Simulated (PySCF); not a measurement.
All values below come from B3LYP-D3(BJ)/def2-TZVP run with PySCF. All species are isolated molecules in the gas phase. B3LYP has the VWN-RPA correlation part, as in Gaussian. Excitations are Tamm–Dancoff values on a coarser integration grid. The basis has no diffuse functions, so Rydberg states are missing or too high.

Reference species (SMILES): `[SiH2]1C([SiH3])=CC=C1` (neutral, multiplicity 1).

```
Item                                           Result
-------------------------------------------  --------
brightest of the four lowest singlets (TDA)   4.54 eV
LUMO                                         -2.02 eV
```

Changed species: `C1C(=C[SiH2]C=1)[SiH3]`.

Predict the effect on the brightest of the four lowest singlets (TDA) and LUMO.

the brightest of the four lowest singlets (TDA) is nearly the same; the LUMO goes up by 0.08 eV, to -1.94 eV.
